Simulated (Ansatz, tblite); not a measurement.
Forces on the cluster Cu4Te2 at its PBE-D4/def2-SVP geometry. Charge 0, multiplicity 1.

In the def2 sets Te takes a core potential; there is no spin–orbit coupling. The xTB rows come from tblite. Another isomer (singlet) lies 0.05 eV lower at PBE0-D4/def2-TZVP; other spin states weren't run for this one.

GFN1-xTB (tblite), largest force 0.60 eV/Å:

```xyz
6
positions Å, forces eV/Å
Cu   -0.166    1.811    1.171   -0.035    0.123   -0.284
Cu   -1.171   -0.275    0.517   -0.098   -0.125    0.047
Cu    0.023   -0.948   -1.448   -0.009   -0.027   -0.182
Cu    1.262    0.060    0.338    0.135   -0.094    0.034
Te    0.369   -2.309    0.717   -0.068    0.427   -0.127
Te   -0.317    1.661   -1.295    0.074   -0.304    0.510
```

GFN2-xTB (tblite), largest force 0.69 eV/Å:

```
Cu 0.022 0.026 0.402
Cu -0.629 -0.007 0.270
Cu 0.030 -0.359 -0.229
Cu 0.643 0.163 0.177
Te -0.051 0.251 -0.258
Te -0.014 -0.074 -0.362
```

PBE0-D4/def2-TZVP (Ansatz), largest force 0.60 eV/Å:

```
Cu -0.066 0.579 0.148
Cu -0.396 -0.292 0.046
Cu 0.005 -0.256 -0.428
Cu 0.461 -0.174 -0.014
Te -0.057 0.373 -0.083
Te 0.052 -0.230 0.332
```
